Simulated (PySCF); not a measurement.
A GIAO shielding run with PySCF 2.14 (density fitting, non-relativistic, gas phase) on SMILES C=C[Si@@H](C=O)N([SiH3])[SiH2]O, C$_{3}$H$_{11}$NO$_{2}$Si$_{3}$:

```
$ OMP_NUM_THREADS=1 python probes_run.py task.json out

{"job": {"kind": "nmr", "xc": "PBE0", "basis": "pcSseg-1"}, "charge": 0, "multiplicity": 1}
C      2.946879    -0.098961     0.685284
C      1.882820    -0.624699     0.096754
Si     0.503600     0.381249    -0.714441
C      0.250051    -0.327464    -2.466804
O     -0.821769    -0.726871    -2.847841
N     -1.007116     0.150286     0.068281
Si    -2.476871    -0.306493    -0.807867
Si    -1.122935     0.479055     1.783881
O      0.311922     0.952461     2.368861
H      3.707982    -0.698489     1.162976
H      3.110627     0.966588     0.706047
H      1.775105    -1.704649     0.109403
H      0.915611     1.784906    -0.872944
H      1.111116    -0.367208    -3.164650
H     -2.722292     0.655882    -1.874011
H     -3.525594    -0.117708     0.207904
H     -2.436393    -1.727766    -1.130915
H     -1.939314     1.653302     2.046139
H     -1.571474    -0.753209     2.431132
H      1.102896     0.440467     2.209775
```

Hardware: 1 thread of an Arm Neoverse V1, shared host. The job also computes population analyses, field gradients.

Question: How large is the calculation?

Answer: 94 electrons, 229 basis functions and 1256 auxiliary functions.

Question: How long does it take, and how much memory does it need?

Answer: 2 min of wall time, with 14 SCF cycles and 5 response iterations; peak memory 1 GiB. Times on a shared host scatter by some tens of per cent.
